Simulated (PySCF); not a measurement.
Ligands exchanged one at a time, In H-OH. Gas-phase values, no solvent. One relaxed conformer stands for each flexible species; it need not be the lowest. Strings in code marks are SMILES.

The HOMO from two functionals at the same geometries (B3LYP-D3(BJ)/def2-TZVP), both in PySCF: PBE-D3(BJ)/def2-TZVP and M06-2X/def2-TZVP. 

| species | PBE-D3(BJ)/def2-TZVP (eV) | M06-2X/def2-TZVP (eV) |
|---|---|---|
| 0 of 3 H replaced by OH | -6.99 | -9.21 |
| 1 of 3 H replaced by OH (`[OH][InH2]`) | -6.66 | -9.53 |
| 2 of 3 H replaced by OH (`[OH][InH][OH]` (H–O–In–O torsion 0°, O–In–O–H torsion 0°)) | -6.65 | -10.07 |
| 3 of 3 H replaced by OH (`[OH][In]([OH])[OH]`) | -6.95 | -10.48 |

Over these rows, drawn at random from the members with no instability flagged (it was tested for open shells, ions and some series alone), PBE minus M06-2X: mean +3.01 eV, from +2.22 eV to +3.53 eV.
